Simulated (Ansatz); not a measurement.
An input meant for the cluster Si₄Ge⁻ (charge -1, doublet; atoms displaced at random, 0.03 Å in each coordinate).

```yaml
crystal:
  periodic: [false, false, false]
  atoms:
    - {symbol: Si, position_ang: [1.159984, -0.388747, -1.101324]}
    - {symbol: Si, position_ang: [0.025590, 1.519640, 0.663709]}
    - {symbol: Si, position_ang: [-1.174383, -0.978259, 0.413480]}
    - {symbol: Si, position_ang: [-0.963243, 0.594249, -1.334081]}
    - {symbol: Ge, position_ang: [0.982485, -0.588535, 1.295977]}
basis:
  gaussian: {orbitals: aug-cc-pVTZ}
total_charge: -2
magnetization: {spin_polarized: true, initial_magnetization: 4}
hamiltonian: {xc: {name: B3LYP5}}
scf: {omitted_lower_state_checks: [starts]}
```

```sh
$ ansatz run in.yaml --threads 4 --pin off --events-out ev --progress --plain --max-ram 4787MiB
```

Shortened log:

```
Functional definition: B3LYP5
1876 factors; their error is unknown
mean field evaluation 1: about -88015.4097 eV, gradient 2.3e1 eV
mean field evaluation 2: about -88006.2156 eV, gradient 4.3e1 eV
mean field evaluation 4: about -88019.4186 eV, gradient 5.1e0 eV
mean field evaluation 8: about -88019.6578 eV, gradient 2.1e-1 eV
mean field evaluation 16: about -88019.9972 eV, gradient 2.1e-2 eV
mean field evaluation 32: about -88019.9973 eV, gradient 7.7e-4 eV
mean field -88019.99734651 eV, -3234.6752403873 hartree, gradient 7.2e-6 eV, S^2 6.013842; 0 other end points of the search recorded, 0 dependent functions left out
reference -88019.99751534 eV, -3234.6752465916 hartree; 47, 43 occupied and 212, 216 virtual orbitals, 1876 factors
Total energy: -88019.99751534 eV, -3234.6752465916 hartree
Checks for a lower state left out: starts
```

(1) Something in this input is off. What?

Results:

(1) The spin is set far too high (4 unpaired electrons typed, 1 in the doublet as meant). Self-consistency was reached. The result belongs to that input, not to the species as meant.
